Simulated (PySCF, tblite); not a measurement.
## A complex of LiCl and carbonyl sulfide

A gas-phase complex of LiCl and carbonyl sulfide; neutral, singlet. The structure comes from a short search (6 tight-binding starts) and was relaxed by PBE0-D3(BJ)/def2-SVPD; another way of binding may lie lower. Frequencies by PBE0-D3(BJ)/def2-SVPD show no clear imaginary mode.

Parts: 1 = LiCl ([Li][Cl]), atoms 1–2; 2 = carbonyl sulfide (O=C=S), atoms 3–5.

```csv
atom,part,x (Å),y (Å),z (Å)
Li1,1,-0.387,0.705,0.499
Cl2,1,0.766,-0.911,-0.036
O3,2,-1.496,2.247,0.975
C4,2,-2.166,3.158,1.260
S5,2,-3.056,4.367,1.639
```

Contacts between parts, classed by geometry: Li1···O3 1.957 Å (ion contact).

Interaction energies are complex less parts, with the parts frozen as they stand in it; counterpoise-corrected, in kcal/mol (PySCF).

Task: How strongly do the parts interact, level by level?

Result: 
```csv
level,interaction,superposition error removed
wB97M-D3(BJ)/def2-TZVPD,-10.54,-0.15
PBE0-D3(BJ)/def2-TZVPD,-10.74,-0.16
```

Task: What holds them together? Decompose the wB97M-D3(BJ)/def2-TZVPD energy: frozen parts, their antisymmetrised product, then relaxation.

Result: electrostatic -7.8, Pauli repulsion +4.4, orbital relaxation -6.7, dispersion correction -0.6 kcal/mol, which sum to the value before the counterpoise correction; the Pauli term holds the exchange-correlation of the frozen density too. Of the attraction, 51 % is electrostatic, 44 % is orbital relaxation, 4 % is dispersion correction.

The parts were also relaxed and run alone, at the levels used for the complex: shieldings by PBE0/pcSseg-2; core levels by delta-SCF with SCAN, pcX-2 on the ionised atom and pcseg-1 elsewhere, spin-free X2C (2p3/2 is the spin-free 2p value less a third of a first-order spin-orbit splitting).

Values alone: shielding of Li1 (ppm): 87.8; shielding of O3 (ppm): 71.3; Li1 1s core level (eV): 65.16; Cl2 2p3/2 core level (eV): 203.41; O3 1s core level (eV): 540.38.

Task: How do these values change when the complex forms?

Result: 
```csv
property,alone,in the complex,change
shielding of Li1 (ppm),87.8,89.2,+1.4
shielding of O3 (ppm),71.3,120.3,+49.1
Li1 1s core level (eV),65.16,63.44,-1.73
Cl2 2p3/2 core level (eV),203.41,202.90,-0.51
O3 1s core level (eV),540.38,542.02,+1.65
```
